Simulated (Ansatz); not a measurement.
The first iterations of a band of CH4BF + CH4O (13 atoms, charge 0, multiplicity 1).

These are results of RHF/6-31G* in Ansatz 0.2.0, not measurements.

```json
{"movable images": "7", "climbing image": "yes", "spring": "5.0 eV/Å²", "optimiser": "quadratic models (default)", "start path": "through a guess of the saddle point", "force threshold": "0.2 eV/Å", "iteration limit": "60", "end points": "relaxed"}
```

First end point:

```xyz
13
Properties=species:S:1:pos:R:3
B -0.210 0.060 0.419
C 0.165 0.460 1.900
H -0.612 0.202 2.616
H 1.100 0.011 2.220
H 0.297 1.541 1.953
H 0.593 0.020 -0.461
F -1.495 0.100 0.045
O -0.181 -2.158 0.687
C -0.648 -2.879 -0.433
H -0.584 -3.947 -0.255
H -1.668 -2.606 -0.677
H -0.006 -2.620 -1.261
H -0.713 -2.363 1.444
```

Last end point:

```xyz
13
Properties=species:S:1:pos:R:3
B 0.336 -0.764 -1.063
C -0.117 0.109 2.919
H -0.916 -0.090 3.624
H 0.478 0.942 3.274
H -0.541 0.354 1.951
H 1.351 -0.236 -1.363
F -0.731 -0.018 -0.808
O 0.263 -2.091 -0.978
C -0.923 -2.764 -0.616
H -0.702 -3.821 -0.603
H -1.260 -2.455 0.366
H -1.710 -2.572 -1.335
H 0.512 -0.771 2.831
```

| iteration | highest image above the first end (eV) | largest band force component (eV/Å) |
| --- | --- | --- |
| 1 | 11.682 | 41.378 |
| 2 | 3.215 | 8.004 |
| 3 | 3.008 | 3.497 |
| 4 | 2.771 | 4.074 |
| 5 | 1.945 | 5.980 |

Task: Does the band converge within its limit, and where does its top end?

Result: It converged. It ended after 17 iterations with the highest image 2.043 eV above the first end. The threshold of 0.2 eV/Å is loose, so the images may lie well off the minimum-energy path. Neighbouring images differ by up to 3.1 eV, so the band resolves the path poorly. The order of the stationary point at the top wasn't checked. The orbitals stay closed-shell, which can raise the energy where a bond breaks towards radicals; this wasn't checked here.

Run time: 3.9 min on 1 thread of Arm Neoverse V1 (shared host), peak memory 0.17 GiB.
